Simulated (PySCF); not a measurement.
C₂H₇Al, SMILES [CH3][AlH][CH3] (connectivity only; charge and spin as stated), charge -1, multiplicity 2.

Geometry optimised at B3LYP-D3(BJ)/def2-SVPD. The multiplicity is an assumed one; other spin states were not compared. The isomer is the one that the SMILES or the coordinates give; other isomers of the formula were not compared.

Calculation: IEF-PCM-M06-2X/def2-SVPD (PySCF).

The values are the electrostatic part of the solvation free energy, E(continuum) − E(gas) at the gas-phase geometry, in a cavity of scaled van der Waals radii (PySCF's table); cavitation and dispersion terms are not included. A continuum can't describe solvent molecules that bind to the metal.

Computed values in water (ε = 78.36), diethylether (ε = 4.24), benzene (ε = 2.27):
```csv
solvent,ε,ΔG(elec) (kcal/mol)
water,78.36,-51.0
diethylether,4.24,-38.7
benzene,2.27,-27.9
```
